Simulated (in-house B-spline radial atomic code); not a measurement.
A fraction x of an electron is removed from 3d in Se⁵⁺, starting from [Ar] 3d10 4s1 and keeping the highest spin. Computed with a radial B-spline atomic code at the basis-set limit: scalar-relativistic (X2C) B3LYP, spin-polarised, spherical fractional occupations, Fermi nucleus of rms radius 4.14 fm.

Caution: exact exchange at fractional occupations of open shells leaves self-interaction of up to several eV.

```
   x  E(x) - E(0) (eV)  3d down level (eV)
   0            0.0000            -125.351
0.09           11.3937            -127.845
 0.2           25.6253            -130.914
0.35           45.5784            -135.135
0.44           57.8553            -137.687
 0.5                 ?                   ?
0.52           68.9613            -139.967
0.71           96.0731            -145.430
 0.8                 ?                   ?
0.98          136.3993            -153.303
   1          139.4712            -153.892
```

Question: What belongs in the row x = 0.5?

Answer: An energy change of 66.1677 eV; 3d down at -139.396 eV.

Question: What belongs in the row x = 0.8?

Answer: An energy change of 109.2792 eV; 3d down at -148.040 eV.

Question: Check Janak's theorem between x = 0.09 and 0.2.

Answer: The slope of the energy is 129.38 eV; the orbital levels give 129.38 eV (-ε of the emptying orbital, averaged over the two points).
